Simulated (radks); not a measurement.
Values are calculated unless marked as measured or tabulated.
Question: Valence configurations of Rh II (all share [Kr]). Level of theory: Dirac Kohn-Sham, PBE, spin-unpolarised, spherical densities, finite nucleus; open shells fill j = l - 1/2 first; Fermi nuclear charge, rms radius 4.4945 fm (a radial shooting solver on a logarithmic mesh with Libxc functionals). Order these by energy: 4d6 5s2; 4d5 5p3; 4d7 5s1; 4d8; 4d5 5s1 5p2; 4d7 5p1; 4d5 5s2 5p1; 4d7.5 5s0.5; 4d6 5p2; 4d7.5 5p0.5.

Answer: From the lowest, in eV above it: 4d8 0.000; 4d7.5 5s0.5 1.516; 4d7 5s1 3.468; 4d7.5 5p0.5 3.833; 4d7 5p1 8.346; 4d6 5s2 8.783; 4d6 5p2 19.517; 4d5 5s2 5p1 21.887; 4d5 5s1 5p2 27.737; 4d5 5p3 34.101. NIST lists [Kr] 4d8 as the ground configuration; this level of theory agrees among the configurations tried. The energies are those of spherical spin-averaged densities, not of single terms.
